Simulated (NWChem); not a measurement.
Everything below was run with NWChem. System: germylsilane (H6GeSi), charge 0, spin multiplicity 1, at a geometry optimised with PBE0/def2-SVP. Level: LC-wPBE (omega 0.3 per bohr)/def2-TZVP.

Output (cleaned and shortened):

```
             Northwest Computational Chemistry Package (NWChem) 7.3.0
             --------------------------------------------------------

                                NWChem Input Module
                                -------------------

 Scaling coordinates for geometry "geometry" by  1.889725989
 (inverse scale =  0.529177249)

 Turning off AUTOSYM since
 SYMMETRY directive was detected!

                             Geometry "geometry" -> ""
                             -------------------------

 Output coordinates in angstroms (scale by  1.889725989 to convert to a.u.)

  No.       Tag          Charge          X              Y              Z
 ---- ---------------- ---------- -------------- -------------- --------------
    1 Si                  14.0000     0.06176900     1.60430400     0.00000000
    2 Ge                  32.0000    -0.02991500    -0.77701600     0.00000000
    3 H                    1.0000     0.78276300     2.09135600     1.21543500
    4 H                    1.0000     0.78276300     2.09135600    -1.21543500
    5 H                    1.0000    -1.32088200     2.17230400     0.00000000
    6 H                    1.0000    -0.77158600    -1.28916100     1.24951700
    7 H                    1.0000    -0.77158600    -1.28916100    -1.24951700
    8 H                    1.0000     1.39103700    -1.37245100     0.00000000

 Effective nuclear repulsion energy (a.u.)     172.4170698719

            Nuclear Dipole moment (a.u.)
            ----------------------------
        X                 Y               Z
 ---------------- ---------------- ----------------
    -0.0000094486    -0.0000245664     0.0000000000

      Symmetry information
      --------------------

 Group name             Cs
 Group number              2
 Group order               2
 No. of unique centers     6

      Symmetry unique atoms

     1    2    3    5    6    8


 Summary of "ao basis" -> "" (spherical)
 ------------------------------------------------------------------------------
       Tag                 Description            Shells   Functions and Types
 ---------------- ------------------------------  ------  ---------------------
 *                         def2-tzvp                  on all atoms

  pbe96 is a nonlocal functional; adding pw91lda local functional.

                                 NWChem DFT Module
                                 -----------------

 Summary of "ao basis" -> "ao basis" (spherical)
 ------------------------------------------------------------------------------
       Tag                 Description            Shells   Functions and Types
 ---------------- ------------------------------  ------  ---------------------
 Si                        def2-tzvp                13       37   5s5p2d1f
 Ge                        def2-tzvp                16       48   6s5p4d1f
 H                         def2-tzvp                 4        6   3s1p

 Summary of "ao basis" -> "ao basis" (spherical)
 ------------------------------------------------------------------------------
       Tag                 Description            Shells   Functions and Types
 ---------------- ------------------------------  ------  ---------------------
 Si                        def2-tzvp                13       37   5s5p2d1f
 Ge                        def2-tzvp                16       48   6s5p4d1f
 H                         def2-tzvp                 4        6   3s1p

      Symmetry analysis of basis
      --------------------------

        a'         79
        a"         42

  int_init: cando_txs set to always be  F

            General Information
            -------------------
          SCF calculation type: DFT
          Wavefunction type:  closed shell.
          No. of atoms     :     8
          No. of electrons :    52
           Alpha electrons :    26
            Beta electrons :    26
          Charge           :     0
          Spin multiplicity:     1
          Use of symmetry is: on ; symmetry adaption is: on
          Maximum number of iterations: 100
          This is a Direct SCF calculation.
          AO basis - number of functions:   121
                     number of shells:    53
          Convergence on energy requested:  1.00D-06
[...]
 Sum of atomic energies:       -2367.14032805

      Non-variational initial energy
      ------------------------------

 Total energy =   -2367.758353
 1-e energy   =   -3641.990914
 2-e energy   =    1101.815492
 HOMO         =      -0.322198
 LUMO         =       0.060768

      Symmetry analysis of molecular orbitals - initial
      -------------------------------------------------

  Numbering of irreducible representations:

     1 a'          2 a"

  Orbital symmetries:

     1 a'          2 a'          3 a'          4 a'          5 a"
     6 a'          7 a'          8 a'          9 a'         10 a"
    11 a'         12 a"         13 a'         14 a'         15 a'
    16 a"         17 a'         18 a"         19 a'         20 a'
    21 a'         22 a'         23 a"         24 a'         25 a"
    26 a'         27 a'         28 a"         29 a'         30 a'
    31 a'         32 a"         33 a'         34 a'         35 a"
    36 a'

   convergence    iter        energy       DeltaE   RMS-Dens  Diis-err    time
 ---------------- ----- ----------------- --------- --------- ---------  ------
 d= 0,ls=0.0,diis     1  -2369.6533795976 -2.54D+03  3.23D-03  8.81D-01    11.6
 d= 0,ls=0.0,diis     2  -2369.6888794807 -3.55D-02  1.08D-03  5.51D-02    26.1
 d= 0,ls=0.0,diis     3  -2369.6902476790 -1.37D-03  3.58D-04  2.94D-02    41.5
 d= 0,ls=0.0,diis     4  -2369.6911715737 -9.24D-04  1.01D-04  6.53D-04    57.6

 !! scf_movecs_sym_adapt:    2 vectors were symmetry contaminated

  Symmetry fudging
 d= 0,ls=0.0,diis     5  -2369.6912115414 -4.00D-05  3.05D-05  1.34D-05    75.3
  Resetting Diis
 d= 0,ls=0.0,diis     6  -2369.6912143804 -2.84D-06  8.74D-06  1.14D-06    90.9
 d= 0,ls=0.0,diis     7  -2369.6912145728 -1.92D-07  2.45D-06  4.63D-08   101.0

         Total DFT energy =    -2369.691214572827
      One electron energy =    -3643.156165675428
           Coulomb energy =     1202.766630666357
    Exchange-Corr. energy =     -101.718749435690
 Nuclear repulsion energy =      172.417069871934

 Numeric. integr. density =       52.000035094695

     Total iterative time =     98.9s

                  Occupations of the irreducible representations
                  ----------------------------------------------

                     irrep           alpha         beta
                     --------     --------     --------
                     a'               19.0         19.0
                     a"                7.0          7.0

                       DFT Final Molecular Orbital Analysis
                       ------------------------------------

 Vector   24  Occ=2.000000D+00  E=-4.266955D-01  Symmetry=a'
              MO Center=  1.5D-01, -8.5D-02, -1.0D-17, r^2= 4.7D+00
   Bfn.  Coefficient  Atom+Function         Bfn.  Coefficient  Atom+Function
  ----- ------------  ---------------      ----- ------------  ---------------
    53      0.279172  2 Ge px               117      0.221007  8 H  s
    15     -0.181701  1 Si px                56      0.173389  2 Ge px
    99      0.155007  5 H  s                 47     -0.134468  2 Ge px
   116      0.133002  8 H  s                118      0.119680  8 H  s
   105     -0.110505  6 H  s                111     -0.110505  7 H  s

 Vector   25  Occ=2.000000D+00  E=-4.266951D-01  Symmetry=a"
              MO Center= -1.5D-01, -7.3D-02,  4.1D-14, r^2= 4.7D+00
   Bfn.  Coefficient  Atom+Function         Bfn.  Coefficient  Atom+Function
  ----- ------------  ---------------      ----- ------------  ---------------
    55      0.279382  2 Ge pz               105      0.191402  6 H  s
   111     -0.191402  7 H  s                 17     -0.181830  1 Si pz
    58      0.173522  2 Ge pz                49     -0.134570  2 Ge pz
    87     -0.134236  3 H  s                 93      0.134236  4 H  s
   104      0.115185  6 H  s                110     -0.115185  7 H  s

 Vector   26  Occ=2.000000D+00  E=-3.828585D-01  Symmetry=a'
              MO Center=  1.3D-02,  3.5D-01, -1.3D-16, r^2= 3.3D+00
   Bfn.  Coefficient  Atom+Function         Bfn.  Coefficient  Atom+Function
  ----- ------------  ---------------      ----- ------------  ---------------
    16      0.346670  1 Si py                54     -0.340557  2 Ge py
    57     -0.200755  2 Ge py                48      0.161759  2 Ge py
     7     -0.123507  1 Si py                19      0.118270  1 Si py
    13      0.107108  1 Si py                 5     -0.088385  1 Si s
   105      0.084654  6 H  s                111      0.084654  7 H  s

 Vector   27  Occ=0.000000D+00  E= 7.996801D-02  Symmetry=a'
              MO Center=  2.9D-02,  7.6D-01,  6.7D-17, r^2= 7.7D+00
   Bfn.  Coefficient  Atom+Function         Bfn.  Coefficient  Atom+Function
  ----- ------------  ---------------      ----- ------------  ---------------
    43      2.141915  2 Ge s                 19      1.412743  1 Si py
     5     -1.186076  1 Si s                 57      1.010025  2 Ge py
   106     -0.362295  6 H  s                112     -0.362295  7 H  s
   118     -0.362203  8 H  s                 16      0.335225  1 Si py
    42      0.173212  2 Ge s                 41     -0.159907  2 Ge s

 Vector   28  Occ=0.000000D+00  E= 8.856660D-02  Symmetry=a"
              MO Center= -1.1D-01,  5.8D-01,  6.0D-16, r^2= 4.8D+00
   Bfn.  Coefficient  Atom+Function         Bfn.  Coefficient  Atom+Function
  ----- ------------  ---------------      ----- ------------  ---------------
    20      0.914352  1 Si pz                88     -0.757361  3 H  s
    94      0.757361  4 H  s                 58      0.603118  2 Ge pz
   106     -0.572284  6 H  s                112      0.572284  7 H  s
    17      0.192956  1 Si pz                55      0.138713  2 Ge pz
   105     -0.111857  6 H  s                111      0.111857  7 H  s

 Vector   29  Occ=0.000000D+00  E= 8.856766D-02  Symmetry=a'
              MO Center=  1.5D-01,  5.7D-01,  9.8D-18, r^2= 4.8D+00
   Bfn.  Coefficient  Atom+Function         Bfn.  Coefficient  Atom+Function
  ----- ------------  ---------------      ----- ------------  ---------------
    18      0.913700  1 Si px               100      0.874547  5 H  s
   118     -0.660849  8 H  s                 56      0.602672  2 Ge px
    88     -0.437269  3 H  s                 94     -0.437269  4 H  s
   106      0.330378  6 H  s                112      0.330378  7 H  s
    15      0.192818  1 Si px                53      0.138614  2 Ge px

 center of mass
 --------------
 x =  -0.00682803 y =  -0.17737233 z =   0.00000000

 moments of inertia (a.u.)
 ------------------
         502.202987484449         -17.651233450787           0.000000000000
         -17.651233450787          44.423075544676           0.000000000000
           0.000000000000           0.000000000000         502.882641825498

     Multipole analysis of the density
     ---------------------------------

     L   x y z        total         alpha         beta         nuclear
     -   - - -        -----         -----         ----         -------
     0   0 0 0     -0.000000    -26.000000    -26.000000     52.000000

     1   1 0 0      0.001317      0.000663      0.000663     -0.000009
     1   0 1 0      0.033736      0.016880      0.016880     -0.000025
     1   0 0 1     -0.000000     -0.000000     -0.000000      0.000000

     2   2 0 0    -26.307293    -24.184471    -24.184471     22.061649
     2   1 1 0     -0.022159     -4.682302     -4.682302      9.342445
     2   1 0 1     -0.000000     -0.000000     -0.000000      0.000000
     2   0 2 0    -26.882212   -145.618946   -145.618946    264.355680
     2   0 1 1     -0.000000     -0.000000     -0.000000      0.000000
     2   0 0 2    -26.306448    -24.004171    -24.004171     21.701893

 Task  times  cpu:      101.0s     wall:      101.0s

 Total times  cpu:      101.0s     wall:      101.0s
```

### Question
Write an NWChem input that would produce this output.

### Answer
Several could match; the one computed here: 
```
start mol
memory heap 200 mb stack 900 mb global 1100 mb
geometry units angstroms nocenter noautoz
  Si     0.061769     1.604304     0.000000
  Ge    -0.029915    -0.777016     0.000000
  H      0.782763     2.091356     1.215435
  H      0.782763     2.091356    -1.215435
  H     -1.320882     2.172304     0.000000
  H     -0.771586    -1.289161     1.249517
  H     -0.771586    -1.289161    -1.249517
  H      1.391037    -1.372451     0.000000
  symmetry group Cs
end
basis spherical
  * library def2-tzvp
end
dft
  xc xwpbe 1.00 cpbe96 1.0 hfexch 1.00
  cam 0.3 cam_alpha 0.00 cam_beta 1.00
  direct
  iterations 100
end
task dft energy
```
